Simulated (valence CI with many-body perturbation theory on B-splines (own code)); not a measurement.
**E1 transitions of Pd³¹⁺**

Method: configuration interaction combined with many-body perturbation theory (CI+MBPT): five valence electrons over a frozen Dirac-Fock core [Ne], a basis of 9 s, 9 p, 8 d, 6 f, 3 g, 1 h functions for each j, with the one-electron correlation potential Σ1, the two-electron term Σ2, the three-electron term Σ3, Breit, model QED; selected CI, second order for the rest (own B-spline code, finite nucleus).

No measured spectrum was set against this ion. As an estimate, large intervals hold to a few tenths of a per cent, small ones and those within an open d or f shell to about a per cent. Among the levels kept, up to 600 cm⁻¹ of a level comes from second order outside the variational space, and about a tenth of that is noise between levels of different J, which matters for small intervals.

Lines 1 to 50 of 199 in falling wavelength, among levels below 2003500 cm⁻¹, chosen from the strongest by gf and those to the six lowest levels. Wavelengths and rates use the calculated energies. Electric multipoles are in the length gauge, E1 and E2 with the static RPA response of the core. Weak lines are less certain than strong ones. Lines between different terms over intervals too small for the method are left out, as are lines whose strength nearly cancels. The highest levels of a list are the least certain.

Levels are named by their leading jj configuration (3d3/2^4 stands for four electrons in 3d with j = 3/2), which in mixed levels can hold well under half, so a name can repeat and another be missing. Letters in brackets count levels of one name in rising energy.

```csv
λ vac (Å),Upper,Lower,A (s⁻¹),S (a.u.) with core polarisation,S without
359.3,(3s 3p1/2^2 3p3/2^2) J=5/2,(3s^2 3p3/2^3) J=3/2,2.18e+06,2.99e-04,3.06e-04
293.9,(3s^2 3p1/2^2 3d3/2) J=3/2,(3s^2 3p3/2^3) J=3/2,2.06e+07,1.03e-03,1.06e-03
265.8,(3s 3p1/2^2 3p3/2 3d5/2) J=5/2,(3s^2 3p3/2^2 3d5/2) J=7/2,4.24e+07,2.36e-03,2.41e-03
243.4,(3s 3p1/2^2 3p3/2 3d3/2) J=3/2 [a],(3s^2 3p1/2 3p3/2 3d3/2) J=1/2 [b],9.54e+07,2.72e-03,2.78e-03
239.0,(3s 3p1/2^2 3p3/2^2) J=1/2,(3s^2 3p3/2^3) J=3/2,7.97e+07,1.07e-03,1.10e-03
230.7,(3s 3p1/2^2 3p3/2 3d3/2) J=5/2,(3s^2 3p1/2 3p3/2 3d3/2) J=3/2 [b],2.37e+08,8.61e-03,8.82e-03
230.2,(3s 3p1/2^2 3p3/2 3d3/2) J=7/2,(3s^2 3p1/2 3p3/2 3d3/2) J=5/2 [b],2.42e+08,1.16e-02,1.19e-02
223.6,(3s 3p1/2^2 3p3/2^2) J=3/2,(3s^2 3p3/2^3) J=3/2,1.50e+08,3.30e-03,3.38e-03
206.6,(3p1/2^2 3p3/2^3) J=3/2,(3s^2 3p1/2 3p3/2 3d5/2) J=3/2 [b],4.44e+08,7.73e-03,7.92e-03
204.6,(3s^2 3p1/2^2 3d5/2) J=5/2,(3s^2 3p3/2^3) J=3/2,3.71e+06,9.42e-05,9.67e-05
200.5,(3s 3p1/2^2 3p3/2 3d3/2) J=7/2,(3s^2 3p1/2 3p3/2 3d5/2) J=5/2 [a],4.26e+08,1.36e-02,1.39e-02
200.1,(3s 3p1/2^2 3p3/2 3d5/2) J=5/2,(3s^2 3p1/2 3p3/2 3d5/2) J=3/2 [b],1.84e+08,4.37e-03,4.47e-03
199.4,(3s 3p1/2^2 3p3/2 3d3/2) J=3/2 [a],(3s^2 3p1/2 3p3/2 3d5/2) J=3/2 [a],1.17e+08,1.83e-03,1.87e-03
194.4,(3s 3p1/2^2 3p3/2 3d3/2) J=1/2,(3s 3p1/2 3p3/2^3) J=1/2,2.94e+08,2.13e-03,2.18e-03
191.1,(3s 3p1/2^2 3p3/2 3d3/2) J=7/2,(3s^2 3p1/2 3p3/2 3d5/2) J=9/2,6.35e+07,1.75e-03,1.79e-03
190.2,(3s 3p1/2^2 3p3/2 3d3/2) J=3/2 [b],(3s^2 3p1/2 3p3/2 3d3/2) J=3/2 [b],5.03e+08,6.83e-03,6.99e-03
183.1,(3p1/2^2 3p3/2^3) J=3/2,(3s^2 3p1/2 3p3/2 3d3/2) J=3/2 [b],3.91e+08,4.74e-03,4.86e-03
182.1,(3s 3p1/2^2 3p3/2 3d5/2) J=5/2,(3s^2 3p1/2 3p3/2 3d3/2) J=5/2 [b],1.94e+08,3.46e-03,3.54e-03
178.0,(3s 3p1/2^2 3p3/2 3d5/2) J=5/2,(3s^2 3p1/2 3p3/2 3d3/2) J=3/2 [b],1.67e+08,2.79e-03,2.86e-03
175.4,(3s 3p1/2 3p3/2^3) J=3/2,(3s^2 3p3/2^3) J=3/2,2.73e+07,2.91e-04,2.99e-04
175.0,(3s 3p1/2^2 3p3/2 3d5/2) J=9/2,(3s^2 3p1/2 3p3/2 3d5/2) J=9/2,1.22e+09,3.23e-02,3.31e-02
173.2,(3s 3p1/2^2 3p3/2 3d3/2) J=3/2 [b],(3s^2 3p1/2 3p3/2 3d5/2) J=5/2 [a],6.28e+08,6.44e-03,6.59e-03
170.9,(3s 3p1/2^2 3p3/2 3d3/2) J=5/2,(3s^2 3p1/2 3p3/2 3d3/2) J=7/2,3.62e+08,5.35e-03,5.47e-03
168.2,(3s^2 3p1/2^2 3d3/2) J=3/2,(3s^2 3p1/2 3p3/2^2) J=1/2,8.81e+05,8.28e-06,8.62e-06
167.3,(3s 3p1/2^2 3p3/2^2) J=5/2,(3s^2 3p1/2 3p3/2^2) J=5/2,1.35e+09,1.87e-02,1.91e-02
167.0,(3s 3p1/2^2 3p3/2 3d3/2) J=7/2,(3s^2 3p1/2 3p3/2 3d3/2) J=7/2,1.43e+09,2.63e-02,2.70e-02
165.4,(3s^2 3p1/2 3p3/2 3d3/2) J=5/2 [a],(3s^2 3p3/2^3) J=3/2,7.13e+08,9.55e-03,9.78e-03
165.1,(3s^2 3p1/2 3p3/2 3d3/2) J=3/2 [a],(3s^2 3p3/2^3) J=3/2,2.99e+08,2.66e-03,2.73e-03
164.6,(3s 3p1/2^2 3p3/2 3d3/2) J=5/2,(3s 3p1/2 3p3/2^3) J=5/2,4.82e+08,6.36e-03,6.51e-03
163.9,(3p1/2^2 3p3/2^3) J=3/2,(3s^2 3p1/2 3p3/2 3d5/2) J=3/2 [a],9.84e+08,8.55e-03,8.76e-03
163.6,(3s 3p1/2^2 3p3/2 3d3/2) J=3/2 [a],(3s 3p1/2 3p3/2^3) J=5/2,4.46e+08,3.86e-03,3.95e-03
163.0,(3s 3p1/2^2 3p3/2 3d5/2) J=5/2,(3s^2 3p1/2 3p3/2 3d5/2) J=5/2 [a],6.98e+08,8.95e-03,9.17e-03
162.9,(3s^2 3p1/2 3p3/2 3d3/2) J=1/2 [a],(3s^2 3p3/2^3) J=3/2,2.13e+08,9.09e-04,9.31e-04
161.0,(3s 3p1/2^2 3p3/2 3d3/2) J=7/2,(3s 3p1/2 3p3/2^3) J=5/2,1.82e+08,3.00e-03,3.07e-03
160.9,(3s 3p1/2^2 3p3/2 3d5/2) J=9/2,(3s^2 3p1/2 3p3/2 3d5/2) J=7/2 [a],2.55e+09,5.24e-02,5.36e-02
160.3,(3p1/2^2 3p3/2^3) J=3/2,(3s 3p1/2 3p3/2^3) J=1/2,1.02e+09,8.28e-03,8.49e-03
159.7,(3s 3p1/2^2 3p3/2 3d5/2) J=5/2,(3s^2 3p1/2 3p3/2 3d5/2) J=3/2 [a],5.20e+08,6.28e-03,6.42e-03
158.2,(3s 3p1/2^2 3p3/2 3d3/2) J=1/2,(3s^2 3p1/2 3p3/2 3d3/2) J=1/2 [a],1.61e+09,6.29e-03,6.43e-03
158.1,(3s 3p1/2^2 3p3/2 3d3/2) J=3/2 [a],(3s^2 3p1/2 3p3/2 3d3/2) J=1/2 [a],5.12e+08,3.99e-03,4.08e-03
157.4,(3s 3p1/2 3p3/2^3) J=5/2,(3s^2 3p3/2^3) J=3/2,1.20e+09,1.39e-02,1.42e-02
157.0,(3s 3p1/2^2 3p3/2 3d3/2) J=5/2,(3s^2 3p1/2 3p3/2 3d3/2) J=3/2 [a],4.44e+08,5.09e-03,5.21e-03
156.7,(3s 3p1/2^2 3p3/2 3d3/2) J=5/2,(3s^2 3p1/2 3p3/2 3d3/2) J=5/2 [a],1.04e+09,1.18e-02,1.21e-02
156.2,(3s 3p1/2^2 3p3/2 3d3/2) J=1/2,(3s^2 3p1/2 3p3/2 3d3/2) J=3/2 [a],7.65e+08,2.88e-03,2.94e-03
156.1,(3s 3p1/2^2 3p3/2 3d3/2) J=3/2 [a],(3s^2 3p1/2 3p3/2 3d3/2) J=3/2 [a],1.38e+09,1.03e-02,1.06e-02
155.8,(3s 3p1/2^2 3p3/2 3d3/2) J=3/2 [a],(3s^2 3p1/2 3p3/2 3d3/2) J=5/2 [a],3.59e+08,2.68e-03,2.74e-03
154.6,(3s 3p1/2^2 3p3/2 3d5/2) J=9/2,(3s^2 3p1/2 3p3/2 3d3/2) J=7/2,1.65e+08,3.00e-03,3.07e-03
153.9,(3s 3p1/2^2 3p3/2^2) J=5/2,(3s^2 3p1/2 3p3/2^2) J=3/2,2.80e+09,3.02e-02,3.09e-02
153.5,(3s 3p1/2^2 3p3/2 3d3/2) J=7/2,(3s^2 3p1/2 3p3/2 3d3/2) J=5/2 [a],1.49e+08,2.12e-03,2.17e-03
151.6,(3s^2 3p1/2^2 3d3/2) J=3/2,(3s^2 3p1/2 3p3/2^2) J=5/2,1.51e+09,1.04e-02,1.06e-02
148.7,(3s 3p1/2^2 3p3/2^2) J=1/2,(3s^2 3p1/2 3p3/2^2) J=1/2,4.74e+09,1.54e-02,1.57e-02
```
